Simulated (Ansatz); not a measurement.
An input meant for Sr4S5⁻ (charge -1, doublet).

```yaml
crystal:
  periodic: [false, false, false]
  atoms:
    - {symbol: Sr, position_ang: [0.048167, -1.737823, 0.992380]}
    - {symbol: Sr, position_ang: [1.377943, 1.295947, -1.157529]}
    - {symbol: Sr, position_ang: [-0.345127, -1.191271, -2.901897]}
    - {symbol: Sr, position_ang: [-2.436960, 0.830142, -0.210448]}
    - {symbol: S, position_ang: [-0.139833, 1.050371, 1.396823]}
    - {symbol: S, position_ang: [-2.206631, -1.930413, -0.696179]}
    - {symbol: S, position_ang: [1.366410, 0.867697, -4.035147]}
    - {symbol: S, position_ang: [1.854860, -1.559585, -1.053216]}
    - {symbol: S, position_ang: [-1.191930, 1.589536, -2.531988]}
basis:
  gaussian: {orbitals: def2-SVP, nuclear_model: gaussian}
total_charge: -1
magnetization: {spin_polarized: true, initial_magnetization: 1}
hamiltonian: {xc: {name: HF}}
correlation: {method: mp2, frozen_orbitals: {Sr: 9}}
scf: {lower_state_search: off}
```

```sh
$ ansatz run in.yaml --threads 4 --pin off --events-out ev --progress --plain --max-ram 6963MiB
```

Output, abridged:

```
Functional definition: HF
Error: "frozen_orbitals" has no count for S
```

What is wrong with this run?

Frozen orbitals are typed for one element alone, and the program wants a count for each (the count typed has to fit that element's core, too). The program refused the input.
